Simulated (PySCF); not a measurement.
CHBrClF, SMILES Br[C@@H](Cl)F.

The structure is a stationary point at B3LYP-D3(BJ)/def2-SVP.

These are M06-2X/def2-TZVPD (PySCF) values and carry that method's errors.

Isolated molecule, no solvent.

Computed frontier levels, gap, dipole moment and polarisability:
The highest occupied level is -9.92 eV and the lowest empty level is -0.50 eV. The orbital gap comes out as 9.43 eV and the dipole moment comes out as 1.24 D. The quadrupole, principal values (traceless, Buckingham form, about the centre of nuclear charge) is -3.31, -0.30, 3.61 D·Å. The mean static polarisability comes out as 51.8 bohr³ (7.67 Å³) and the polarisability, principal values is 42.2, 47.4, 65.7 bohr³.
